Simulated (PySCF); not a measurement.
C₅H₆NOS (doublet state).
Cartesian coordinates in Å at the GFN2-xTB level; atoms count from 1:
```
atom  x, y, z in Å
C1     2.3309    0.4946   -0.9425
O2     1.2028   -0.0927   -0.6378
C3     0.7278   -0.2104    0.6007
S4     1.5193    0.3463    1.9363
C5    -0.5958   -0.9201    0.6691
C6    -1.6309   -0.3057   -0.2886
C7    -1.8245    1.0956   -0.0058
N8    -1.9598    2.2080    0.2150
H9     2.5741    0.5141   -1.9864
H10    2.9507    0.9341   -0.1795
H11   -0.4589   -1.9735    0.4049
H12   -0.9528   -0.8660    1.6980
H13   -2.5882   -0.8220   -0.1807
H14   -1.2953   -0.4028   -1.3249
```

The hyperfine couplings belong to this conformer and change with its torsions.

The species is `O([CH2])C(=S)CCC#N` [radical].

The calculation used UKS B3LYP, pcH-1 on C H N O S, non-relativistic, mean-field spin-orbit, GIAO (PySCF 2.14.0). Isolated species at its GFN2-xTB geometry (one conformer only). The geometry wasn't refined by DFT: couplings that depend on bond lengths, twists or pyramidal angles can differ widely from those at the functional's own minimum. No stability test was run, so a lower SCF solution isn't excluded.

**Question.** The isotropic 13C couplings are +80.2, +8.1, +4.2, -3.9 MHz. Assign them to C1; C3; C5; C6.

**Answer.** 
```
site  a_iso (MHz)  ρ(0) (bohr⁻³)                 position  distance from C1 (Å)  spin population  largest |T| (MHz)
  C1        +80.2        +0.0714  largest spin population                  0.00            +0.89              145.7
  C3         +8.1        +0.0072          2 bonds from C1                  2.33            +0.04               12.8
  C5         -3.9        -0.0035          3 bonds from C1                  3.63            -0.01                0.5
  C6         +4.2        +0.0037          4 bonds from C1                  4.09             0.00                0.9
```

ρ(0) is the spin density at the nucleus and T the dipolar tensor; a_iso includes a spin–orbit part; entries for several nuclei are means. Largest spin populations (Mulliken): C1 (+0.89) and S4 (+0.16). The angles at C1 add up to 360.0°, so it is planar; its axial dipolar tensor and the negative couplings of its protons fit spin in a p orbital normal to that plane.

Nuclei that the bonding pattern makes equivalent are averaged, as if the motion that swaps them (rotation, inversion, ring flip) were fast. H9 and H10 aren't averaged: C1 is flat or nearly so (angle sum 360°), and its turn about the short C1–O2 bond (1.31 Å) is taken as slow. The 1H value of +5.1 MHz is a mean of couplings from 0.1 to 10.1 MHz in this one geometry, not an average over conformers.
